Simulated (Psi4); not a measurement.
C4H11AlO, singlet, geometry from GFN2-xTB (such geometries of metal compounds can be far from the true shape); MP2/def2-SVPD in Psi4 1.11.

Psi4 was given this input:
```
memory 2 GB

molecule {
0 1
Al   -0.10043508    0.04054885    0.24335372
C    -0.36348734    0.11158302    2.22419131
H    -1.22207503   -0.49148511    2.53323179
H    -0.57064804    1.13110402    2.56182132
H     0.50203244   -0.24537004    2.78373424
C     1.57650163   -0.58892250   -0.68258132
C     2.68464689   -1.06610407    0.26168525
H     1.97198076    0.21616049   -1.31765071
H     1.32929631   -1.39987174   -1.38195940
H     2.34178040   -1.90265449    0.86784812
H     2.98565987   -0.26824982    0.93818565
H     3.56613364   -1.38930018   -0.29423960
O    -1.33782861    0.53141069   -0.73806703
C    -2.38208239    0.94407947   -1.56668610
H    -2.45946520    0.28224653   -2.43288892
H    -3.32800871    0.92161580   -1.01971897
H    -2.20187421    1.96356833   -1.91708071
}

set {
  basis def2-svpd
  freeze_core true
}

energy('mp2')
print_variables()
```

### Question
Predict the main parts of the log of this Psi4 run.

### Answer

```
    SCF Algorithm Type (re)set to DF.

   => Loading Basis Set <=

    Name: DEF2-SVPD
    Role: ORBITAL
    Keyword: BASIS

         ---------------------------------------------------------
                                   SCF
               by Justin Turney, Rob Parrish, Andy Simmonett
                          and Daniel G. A. Smith
                              RHF Reference
         ---------------------------------------------------------

  ==> Geometry <==

    Molecular point group: c1
    Full point group: C1

    Geometry (in Angstrom), charge = 0, multiplicity = 1:

       Center              X                  Y                   Z               Mass
    ------------   -----------------  -----------------  -----------------  -----------------
         AL          -0.071200245165     0.028692561660     0.253821124647    26.981538530000
         C           -0.334252505165     0.099726731660     2.234658714647    12.000000000000
         H           -1.192840195165    -0.503341398340     2.543699194647     1.007825032230
         H           -0.541413205165     1.119247731660     2.572288724647     1.007825032230
         H            0.531267274835    -0.257226328340     2.794201644647     1.007825032230
         C            1.605736464835    -0.600778788340    -0.672113915353    12.000000000000
         C            2.713881724835    -1.077960358340     0.272152654647    12.000000000000
         H            2.001215594835     0.204304201660    -1.307183305353     1.007825032230
         H            1.358531144835    -1.411728028340    -1.371491995353     1.007825032230
         H            2.371015234835    -1.914510778340     0.878315524647     1.007825032230
         H            3.014894704835    -0.280106108340     0.948653054647     1.007825032230
         H            3.595368474835    -1.401156468340    -0.283772195353     1.007825032230
         O           -1.308593775165     0.519554401660    -0.727599625353    15.994914619570
         C           -2.352847555165     0.932223181660    -1.556218695353    12.000000000000
         H           -2.430230365165     0.270390241660    -2.422421515353     1.007825032230
         H           -3.298773875165     0.909759511660    -1.009251565353     1.007825032230
         H           -2.172639375165     1.951712041660    -1.906613305353     1.007825032230

  Running in c1 symmetry.

  Rotational constants: A =      0.13007  B =      0.04980  C =      0.03699 [cm^-1]
  Rotational constants: A =   3899.42529  B =   1492.87594  C =   1109.06293 [MHz]
  Nuclear repulsion =  283.183352443194735

  Charge       = 0
  Multiplicity = 1
  Electrons    = 56
  Nalpha       = 28
  Nbeta        = 28

  ==> Algorithm <==

  SCF Algorithm Type is DF.
  DIIS enabled.
  MOM disabled.
  Fractional occupation disabled.
  Guess Type is SAD.
  Energy threshold   = 1.00e-08
  Density threshold  = 1.00e-08
  Integral threshold = 1.00e-12

  ==> Primary Basis <==

  Basis Set: DEF2-SVPD
    Blend: DEF2-SVPD
    Number of shells: 95
    Number of basis functions: 215
    Number of Cartesian functions: 227
    Spherical Harmonics?: true
    Max angular momentum: 2

   => Loading Basis Set <=

    Name: (DEF2-SVPD AUX)
    Role: JKFIT
    Keyword: DF_BASIS_SCF

  ==> Integral Setup <==

  SCF_SUBTYPE=INCORE selected. In-core MEM_DF algorithm will be used.
  Using in-core AOs.

  ==> MemDFJK: Density-Fitted J/K Matrices <==

    J tasked:                   Yes
    K tasked:                   Yes
    wK tasked:                   No
    Algorithm:                 Core
    Schwarz Cutoff:           1E-12
    Mask sparsity (%):       4.6295
    Fitting Condition:        1E-10

   => Auxiliary Basis Set <=

  Basis Set: (DEF2-SVPD AUX)
    Blend: DEF2-UNIVERSAL-JKFIT
    Number of shells: 229
    Number of basis functions: 703
    Number of Cartesian functions: 824
    Spherical Harmonics?: true
    Max angular momentum: 4

  Minimum eigenvalue in the overlap matrix is 3.3197383456E-05.
  Reciprocal condition number of the overlap matrix is 3.2101057371E-06.
    Using symmetric orthogonalization.

  ==> Pre-Iterations <==

  SCF Guess: Superposition of Atomic Densities via on-the-fly atomic UHF (no occupation information).

   -------------------------
    Irrep   Nso     Nmo
   -------------------------
     A        215     215
   -------------------------
    Total     215     215
   -------------------------

  ==> Iterations <==

                           Total Energy        Delta E     RMS |[F,P]|

   @DF-RHF iter SAD:  -473.08643297035314   -4.73086e+02   0.00000e+00
   @DF-RHF iter   1:  -474.22793963041153   -1.14151e+00   3.09909e-03 ADIIS/DIIS
   @DF-RHF iter   2:  -474.41011797614698   -1.82178e-01   1.68918e-03 ADIIS/DIIS
   @DF-RHF iter   3:  -474.46652895041484   -5.64110e-02   2.99376e-04 ADIIS/DIIS
   @DF-RHF iter   4:  -474.46939155563621   -2.86261e-03   1.15099e-04 ADIIS/DIIS
   @DF-RHF iter   5:  -474.46982066853440   -4.29113e-04   1.93166e-05 DIIS
   @DF-RHF iter   6:  -474.46984052642898   -1.98579e-05   4.24631e-06 DIIS
   @DF-RHF iter   7:  -474.46984158029744   -1.05387e-06   1.15750e-06 DIIS
   @DF-RHF iter   8:  -474.46984163767343   -5.73760e-08   3.04223e-07 DIIS
   @DF-RHF iter   9:  -474.46984164313699   -5.46356e-09   6.59756e-08 DIIS
   @DF-RHF iter  10:  -474.46984164344553   -3.08546e-10   2.04004e-08 DIIS
   @DF-RHF iter  11:  -474.46984164347327   -2.77396e-11   5.71410e-09 DIIS
  Energy and wave function converged.

  ==> Post-Iterations <==

    Orbital Energies [Eh]
    ---------------------

    Doubly Occupied:

[...]
      28A     -0.365340

    Virtual:

[...]
     215A      3.987035

    Final Occupation by Irrep:
              A
    DOCC [    28 ]
    NA   [    28 ]
    NB   [    28 ]

  @DF-RHF Final Energy:  -474.46984164347327

   => Energetics <=

    Nuclear Repulsion Energy =            283.1833524431947353
    One-Electron Energy =               -1215.4358683646737518
    Two-Electron Energy =                 457.7826742780057430
    Total Energy =                       -474.4698416434732735

Computation Completed

Properties will be evaluated at   0.000000,   0.000000,   0.000000 [a0]

Properties computed using the SCF density matrix

 Multipole Moments:

 ------------------------------------------------------------------------------------
     Multipole            Electronic (a.u.)      Nuclear  (a.u.)        Total (a.u.)
 ------------------------------------------------------------------------------------

 L = 1.  Multiply by 2.5417464519 to convert [e a0] to [Debye]
 Dipole X            :         -3.2915830            3.0937666           -0.1978163
 Dipole Y            :          1.3363687           -1.2546879            0.0816807
 Dipole Z            :         -1.2454434            1.1077091           -0.1377342
 Magnitude           :                                                    0.2545069

 ------------------------------------------------------------------------------------

  //>>>>>>>>>>>>>>>>>>>>>>>>>>>>>>>>>>>//
  //               DFMP2               //
  //<<<<<<<<<<<<<<<<<<<<<<<<<<<<<<<<<<<//

   => Loading Basis Set <=

    Name: (DEF2-SVPD AUX)
    Role: RIFIT
    Keyword: DF_BASIS_MP2

	 --------------------------------------------------------
	                          DF-MP2
	      2nd-Order Density-Fitted Moller-Plesset Theory

	        Rob Parrish, Justin Turney, Andy Simmonett,
	           Ed Hohenstein, and C. David Sherrill
	 --------------------------------------------------------

   => Auxiliary Basis Set <=

  Basis Set: (DEF2-SVPD AUX)
    Blend: DEF2-SVPD-RI
    Number of shells: 223
    Number of basis functions: 651
    Number of Cartesian functions: 743
    Spherical Harmonics?: true
    Max angular momentum: 3

	 --------------------------------------------------------
	                 NBF =   215, NAUX =   651
	 --------------------------------------------------------
	   CLASS    FOCC     OCC    AOCC    AVIR     VIR    FVIR
	   PAIRS      10      28      18     187     187       0
	 --------------------------------------------------------

	-----------------------------------------------------------
	 ==================> DF-MP2 Energies <====================
	-----------------------------------------------------------
	 Reference Energy          =    -474.4698416434732735 [Eh]
	 Singles Energy            =      -0.0000000000000000 [Eh]
	 Same-Spin Energy          =      -0.1995619533944714 [Eh]
	 Opposite-Spin Energy      =      -0.6656499327622625 [Eh]
	 Correlation Energy        =      -0.8652118861567338 [Eh]
	 Total Energy              =    -475.3350535296299881 [Eh]
	-----------------------------------------------------------
	 ================> DF-SCS-MP2 Energies <==================
	-----------------------------------------------------------
	 SCS Same-Spin Scale       =       0.3333333333333333 [-]
	 SCS Opposite-Spin Scale   =       1.2000000000000000 [-]
	 SCS Same-Spin Energy      =      -0.0665206511314905 [Eh]
	 SCS Opposite-Spin Energy  =      -0.7987799193147149 [Eh]
	 SCS Correlation Energy    =      -0.8653005704462053 [Eh]
	 SCS Total Energy          =    -475.3351422139194824 [Eh]
	-----------------------------------------------------------

  Variable Map:
  ----------------------------------------------------------------------------
[...]
  Array Variable Map:
  ----------------------------------------------------------------------------
[...]
[...]
```
